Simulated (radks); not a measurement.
Values are calculated unless marked as measured or tabulated.
Problem. These are the eigenvalues of the occupied orbitals of an atom or ion with whole-number occupations (hartree). Code: a radial shooting solver on a logarithmic mesh with Libxc functionals. Model: scalar-relativistic Kohn-Sham, r2SCAN, spin-unpolarised, spherical densities, finite nucleus; meta-GGA in the generalised Kohn-Sham scheme; Fermi nuclear charge, rms radius of each element as measured or else 0.836 A^(1/3) + 0.57 fm.

| orbital | eigenvalue |
|---|---|
| 1s | -2885.371 |
| 2s | -508.4678 |
| 2p | -440.7235 |
| 3s | -120.3434 |
| 3p | -100.5253 |
| 3d | -78.97423 |
| 4s | -26.61560 |
| 4p | -20.08806 |
| 4d | -12.11406 |
| 5s | -4.48279 |
| 4f | -3.27116 |
| 5p | -2.77567 |
| 5d | -0.85063 |
| 7d | -0.08840 |

Which element is it, and in what charge state? The configuration may be excited.

Solution. Z = 78, platinum, charge +1: Pt+ in [Xe] 4f14 5d8 7d1. The list shows which subshells hold electrons but not how many an open one holds; the 1s level, -2885.4 hartree, gives Z - s = 76.0 by -(Z - s)^2/2, which with screening and relativity narrows Z to a few neighbours, and the depths of the outer levels then fix element, charge and occupations together.
